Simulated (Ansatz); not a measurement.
`C#[C][GeH2][SbH2]` + `N[SiH3]` → `[SiH3][NH][SbH2]` + `C#[C][GeH3]` at 700 K and 1 bar (cleavage of the Sb–Ge bond).

Program: Ansatz. Geometries: PBE0-D4/def2-TZVP. ΔE: electronic, gas phase. CCSD(T)/CBS adds triple-zeta CCSD(T) − MP2 to the extrapolated MP2 energy (def2 sets, frozen cores). This one scheme is used for every species. Elements past krypton have def2 core potentials. For Ge, Sb outer-core shells are correlated without core-valence functions, which leaves a few kJ/mol of doubt a bond. Scalar relativity is left out up to krypton.

```tsv
species	CCSD(T)/CBS energy (Eh)	H − E (kJ/mol)	S (J/(mol·K))
`C#[C][GeH2][SbH2]`	-2395.17083	204.4	486.4
`N[SiH3]`	-346.80422	180.7	336.3
`[SiH3][NH][SbH2]`	-587.40566	212.2	445.7
`C#[C][GeH3]`	-2154.54588	164.2	361.6
```

H − E and S are ideal-gas, rigid-rotor, harmonic terms from PBE0-D4/def2-TZVP, for one conformer and one mirror image of each species. 1 Eh = 2625.50 kJ/mol, R = 8.31446 J/(mol·K).

Task: By hand: ΔE, ΔH, ΔS and ΔG.

Result: ΔE = (-587.40566) + (-2154.54588) − (-2395.17083) − (-346.80422) = 0.02351 Eh = 61.7 kJ/mol. Δ(H − E) = 212.2 + 164.2 − 204.4 − 180.7 = -8.7, so ΔH = 53.0 kJ/mol. ΔS = 445.7 + 361.6 − 486.4 − 336.3 = -15.4 J/(mol·K). ΔG = 53.0 − 700 × (-15.4)/1000 = 63.8 kJ/mol.

Task: By hand: the equilibrium constant, and the temperature at which ΔG would vanish if ΔH and ΔS stayed fixed.

Result: log₁₀ K = −ΔG/(RT ln 10) = -4.8. ΔH and −TΔS have one sign here, so there is no such temperature.

ΔH outweighs TΔS. A doubt of 5 kJ/mol in ΔE shifts log₁₀ K by 0.4 here. Other conformers and mirror images would add mixing entropy, several J/(mol·K) or more a flexible species. These are equilibria of isolated gas molecules and say nothing of rates. Largest T1 diagnostic: 0.013 (customary marks: 0.02 for closed shells, 0.045 for open ones).
